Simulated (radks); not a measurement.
The numbers below are computed, except where a source is named.
Task: Radial electron density D(r) = 4 pi r^2 rho(r) of an atom or ion with 57 electrons. Level of theory: scalar-relativistic Kohn-Sham, exchange-only LDA, spin-polarised, spherical densities, point nucleus (a radial shooting solver on a logarithmic mesh with Libxc functionals).

| r (bohr) | D(r) (e/bohr) | spin D(r) |
|---|---|---|
| 0.001429 | 6.086 | -0.00000246 |
| 0.001637 | 7.568 | -0.00000306 |
| 0.00189 | 9.495 | -0.00000383 |
| 0.002165 | 11.71 | -0.00000472 |
| 0.002481 | 14.37 | -0.00000578 |
| 0.002842 | 17.54 | -0.00000703 |
| 0.003283 | 21.51 | -0.00000860 |
| 0.003761 | 25.88 | -0.0000103 |
| 0.004309 | 30.87 | -0.0000123 |
| 0.004976 | 36.82 | -0.0000146 |
| 0.005701 | 42.99 | -0.0000170 |
| 0.006531 | 49.57 | -0.0000197 |
| 0.007483 | 56.33 | -0.0000225 |
| 0.008642 | 63.37 | -0.0000256 |
| 0.009901 | 69.49 | -0.0000287 |
| 0.01134 | 74.67 | -0.0000323 |
| 0.013 | 78.46 | -0.0000367 |
| 0.01501 | 80.58 | -0.0000434 |
| 0.0172 | 80.63 | -0.0000534 |
| 0.0197 | 78.95 | -0.0000705 |
| 0.02257 | 76.14 | -0.0000997 |
| 0.02607 | 73.02 | -0.000154 |
| 0.02986 | 71.30 | -0.000241 |
| 0.03421 | 72.08 | -0.000385 |
| 0.03951 | 76.51 | -0.000634 |
| 0.04527 | 83.97 | -0.00100 |
| 0.05186 | 93.17 | -0.00154 |
| 0.05942 | 101.6 | -0.00226 |
| 0.06862 | 106.6 | -0.00313 |
| 0.07862 | 105.4 | -0.00367 |
| 0.09007 | 98.67 | -0.00298 |
| 0.1032 | 89.20 | 0.00106 |
| 0.1192 | 81.19 | 0.0136 |
| 0.1365 | 79.53 | 0.0407 |
| 0.1564 | 84.08 | 0.0943 |
| 0.1807 | 91.13 | 0.198 |
| 0.207 | 93.02 | 0.362 |
| 0.2371 | 85.49 | 0.611 |
| 0.2717 | 69.46 | 0.963 |
| 0.3138 | 50.45 | 1.45 |
| 0.3595 | 38.63 | 1.99 |
| 0.4118 | 36.09 | 2.56 |
| 0.4718 | 39.57 | 3.07 |
| 0.5449 | 42.48 | 3.42 |
| 0.6243 | 39.78 | 3.50 |
| 0.7153 | 32.17 | 3.34 |
| 0.8195 | 23.28 | 2.98 |
| 0.9464 | 16.12 | 2.45 |
| 1.084 | 12.40 | 1.90 |
| 1.242 | 10.47 | 1.35 |
| 1.435 | 8.700 | 0.835 |
| 1.644 | 6.603 | 0.459 |
| 1.883 | 4.319 | 0.210 |
| 2.157 | 2.372 | 0.0761 |
| 2.491 | 1.018 | 0.0177 |
| 2.854 | 0.3670 | 0.00199 |
| 3.27 | 0.1042 | -0.000534 |
| 3.747 | 0.02263 | -0.000322 |
| 4.327 | 0.003240 | -0.0000704 |
| 4.957 | 0.0003642 | -0.00000940 |

What is the nuclear charge?

Result: Z = 61. The innermost maximum, from 1s, lies near gamma/Z bohr with gamma = sqrt(1 - (Z/c)^2) = 0.895, here 0.0147 bohr (found: 0.0161), and its height grows with Z. The density is that of the promethium ion Pm4+ in [Xe] 4f3; the configuration itself is not fixed sharply by these data, and Z only to a few units. D(r) has 4 maxima, at r = 0.0161, 0.0714, 0.200, 0.549 bohr, and minima at 0.0308, 0.132, 0.399 bohr, inside which lie 1.94, 11.19, 29.07 electrons.
